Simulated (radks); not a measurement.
Values are calculated unless marked as measured or tabulated.
Spherical quantum dot in the effective-mass picture: electrons in a hard-walled sphere of radius 2.07, all in effective atomic units (hartree* = m*/eps^2 hartree, bohr* = eps/m* bohr), one dielectric constant everywhere. Level of theory: non-relativistic Kohn-Sham, LDA (Slater exchange, Perdew-Wang correlation), spin-polarised, spherical densities (a radial shooting solver with Libxc functionals). Levels are named by radial order and angular momentum (1s, 1p, 1d, 2s, ...), and open shells are averaged over m.

N = 13, configuration 1s2 1p6 1d(up 5, down 0). This is the lowest configuration that the search found. Occupied and some empty levels:

level,occupation,eigenvalue (hartree*),<r> (bohr*)
1s up,1,9.5235,1.221
1s down,1,9.6787,1.211
1p up,3,10.368,1.335
1p down,3,10.539,1.332
1d up,5,11.633,1.413
1d down,0,11.811,1.412
2s up,0,13.107,0.9711
2s down,0,13.199,0.9742
1f up,0,13.262,1.472
1f down,0,13.443,1.472
2p up,0,15.319,1.097
2p down,0,15.431,1.096

Energy (hartree*): total 85.8433, kinetic 37.592, external 0, Hartree 56.987, exchange-correlation -8.7359.
